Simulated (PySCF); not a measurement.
# Levels of Ru²⁵⁺ from EOM-EA-GCCSD

Reference: closed-shell Ru²⁶⁺, [Ar]; one electron is added. Calculated with PySCF 2.14, two-component X2C-1e with screened spin-orbit coupling, an even-tempered Gaussian basis (19 s from 1.2 bohr⁻², ratio 2.6; 14 p from 1.6 bohr⁻², ratio 2.6; 6 d from 1.7 bohr⁻², ratio 2.8; 3 f from 32 bohr⁻², ratio 2.8); frozen [Ne]; the 64 highest virtual spinors dropped; of the others 50 kept and the rest restored at second order. No Breit or QED terms. Binding energies in eV.

```
level  Koopmans  second order  EOM-CCSD
3d3/2    1251.9        1253.3    1253.0
3d5/2    1246.0        1247.4    1247.1
```

For comparison, the ionisation energy of Ru²⁵⁺ is 1253 ± 4 eV (theoretical estimate listed by NIST; NIST Atomic Spectra Database, ionization energies).

Only part of the computed levels is shown.
